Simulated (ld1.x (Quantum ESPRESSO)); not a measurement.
# carbon: excitation energies, all-electron against RRKJ

```
Element                 : carbon
Generator               : ld1.x (Quantum ESPRESSO) 7.5
Type                    : norm-conserving RRKJ (Kleinman–Bylander form)
Functional              : LDA (PZ)
Relativity              : scalar-relativistic
Frozen core             : [He]
Valence charge          : 4
Reference configuration : 2s2 2p0.5 (charge +1.5)
Partial waves           : 2p (bound): rc 1.55 bohr; 3d channel at 0.05 Ry: rc 1.40 bohr; 2s (bound): rc 0.88 bohr
Local potential         : the s channel
Core correction         : a·sin(br)/r model core inside 1.00 bohr
```

Energies are relative to the spin-unpolarised reference configuration 2s2 2p0.5; without spin polarisation the order of configurations can differ from experiment. Spin-polarised rows fill each open shell by Hund’s rule, majority spin first.

(1) Give the all-electron excitation energy and the error of the potential for: 2s2 2p2; 2s2 2p1; 2s2 2p0; 2s2 2p2.3; 2s1 2p3; 2s1 2p0; 2s0 2p4; 2s2 2p0.5 (spin-polarised); 2s2 2p2 (spin-polarised).

Results:

(1)

```
     valence configuration  charge  ΔE all-electron (eV)  error AE − PS (meV)
                   2s2 2p2       0               -21.275                  +55
                   2s2 2p1      +1               -10.288                  +14
                   2s2 2p0      +2                13.972                  +27
                 2s2 2p2.3    -0.3               -22.474                  +61
                   2s1 2p3       0               -13.034                 +100
                   2s1 2p0      +3                61.942                 +183
                   2s0 2p4       0                -4.758                 +164
2s2 2p0.5 (spin-polarised)    +1.5                -0.118                  +16
  2s2 2p2 (spin-polarised)       0               -22.404                 +168
```
